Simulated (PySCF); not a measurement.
A TDDFT job was run through a driver script with this input:

```
{"job": {"kind": "uv", "xc": "B3LYP", "basis": "def2-SVPD", "ip": false, "nstates": 10}, "charge": 0, "multiplicity": 1}
Mo    -0.008376    -0.013418     0.007955
N      0.041604    -0.030042     1.710049
H      0.037413    -0.028954     2.724515
O      1.709182     0.578945    -0.539359
C      2.954054     0.047769    -0.222741
H      2.966826    -1.037799    -0.436611
H      3.190208     0.188456     0.849115
H      3.736296     0.539299    -0.824652
O     -0.596656     1.724832    -0.477590
C     -0.033447     2.966379    -0.210103
H     -0.161342     3.243691     0.853341
H     -0.510489     3.738970    -0.835714
H      1.050391     2.943771    -0.431924
O     -1.753667    -0.573670    -0.472218
C     -2.998971    -0.015365    -0.215418
H     -2.963282     1.076931    -0.388320
H     -3.306942    -0.190617     0.832514
H     -3.755973    -0.458497    -0.883627
O      0.557875    -1.740016    -0.530959
C      0.037001    -2.985103    -0.199618
H      0.215517    -3.224549     0.865825
H      0.505601    -3.766050    -0.821105
H     -1.055580    -2.995314    -0.375125
```

Output:

```
coarse grid: 86872 points
cycle   1  E = -583.3186868867  dE = -6.826e+00  |g| = 1.627e+00  |ddm| = 9.408e+00
cycle   2  E = -580.6545403730  dE =  2.664e+00  |g| = 3.982e+00  |ddm| = 6.934e+00
cycle   3  E = -583.6987117465  dE = -3.044e+00  |g| = 7.780e-01  |ddm| = 6.173e+00
cycle   4  E = -583.8396296589  dE = -1.409e-01  |g| = 2.615e-01  |ddm| = 1.767e+00
cycle   5  E = -583.8441049683  dE = -4.475e-03  |g| = 2.357e-01  |ddm| = 5.033e-01
cycle   6  E = -583.8560194745  dE = -1.191e-02  |g| = 2.983e-02  |ddm| = 2.501e-01
cycle   7  E = -583.8561904038  dE = -1.709e-04  |g| = 1.057e-02  |ddm| = 5.393e-02
cycle   8  E = -583.8562192038  dE = -2.880e-05  |g| = 2.217e-03  |ddm| = 1.614e-02
cycle   9  E = -583.8562194070  dE = -2.033e-07  |g| = 2.102e-03  |ddm| = 4.171e-03
final grid: 184896 points
cycle  10  E = -583.8564629535  dE =  4.430e-06  |g| = 5.433e-03  |ddm| = 2.868e-02
cycle  11  E = -583.8564273330  dE =  3.562e-05  |g| = 1.433e-02  |ddm| = 1.890e-02
cycle  12  E = -583.8564688302  dE = -4.150e-05  |g| = 7.540e-04  |ddm| = 1.372e-02
cycle  13  E = -583.8564689502  dE = -1.200e-07  |g| = 8.680e-05  |ddm| = 8.781e-04
cycle  14  E = -583.8564689518  dE = -1.522e-09  |g| = 2.953e-05  |ddm| = 1.374e-04
cycle  15  E = -583.8564689519  dE = -1.739e-10  |g| = 1.047e-05  |ddm| = 4.464e-05
converged SCF energy = -583.8564689519

Static polarisability (au): isotropic 130.881, principal 104.008 144.239 144.397

Singlet excitations
state   eV       nm        f      main configurations
  1   3.4228    362.2   0.01192   H->L 0.48, H-1->L 0.32, H-2->L 0.15
  2   3.4268    361.8   0.01259   H-1->L 0.47, H->L 0.32, H-3->L 0.15
  3   3.7911    327.0   0.02826   H-2->L 0.65, H-1->L 0.18, H-3->L 0.12
  4   3.7967    326.6   0.02746   H-3->L 0.66, H->L 0.17, H-2->L 0.12
  5   3.9439    314.4   0.00046   H-5->L 0.96
  6   4.0890    303.2   0.00015   H-4->L 0.89
  7   4.6167    268.6   0.00014   H-6->L 0.96
  8   4.7725    259.8   0.00010   H->L+1 0.41, H-1->L+2 0.33, H-1->L+1 0.12
  9   4.8799    254.1   0.00002   H-1->L+2 0.50, H->L+1 0.42
 10   5.0397    246.0   0.00002   H-1->L+1 0.41, H->L+2 0.41

Triplet excitations (Tamm-Dancoff, eV): 3.1279 3.1305 3.3841 3.4261
```

Level of theory: PySCF 2.14.0, density-fitted response routines, TDDFT B3LYP/def2-SVPD, vertical, gas phase, core orbitals frozen in the response, def2 core potentials past Kr. Geometry: PBE0-D3(BJ)/def2-SVP; no solvent, vibrations or thermal averaging. Atoms past krypton carry effective core potentials; spin–orbit coupling is left out.

**Question.** What is the total energy of state 9 at this geometry?

**Answer.** -583.85647 + 0.17933 = -583.67714 hartree.

**Question.** Give the energy of state 9 in hartree, cm⁻¹ and kJ/mol.

**Answer.** 0.17933 hartree, 39359 cm⁻¹, 470.8 kJ/mol.

**Question.** How much of the mean polarisability do the listed states account for?

**Answer.** The sum over states Σ f/ΔE² (ΔE in hartree) gives 4.45 au, 3% of the total; the rest comes from higher roots of the same response equations.

**Question.** Give the mean polarisability in Å³.

**Answer.** 130.88 au × 0.148185 = 19.39 Å³.

**Question.** What is the gap between the lowest singlet and the lowest triplet?

**Answer.** 3.4228 − 3.1279 = 0.2949 eV (full response against Tamm–Dancoff).

**Question.** Write the structure that the coordinates describe.

**Answer.** `C[O][Mo](=[NH])([O]C)([O]C)[O]C` (Mo(NH)(OMe)4) (C4H13MoNO4).

The SCF starts on a coarse grid; the energy jumps when the final grid takes over, and dE counts afresh there. H and L stand for HOMO and LUMO.
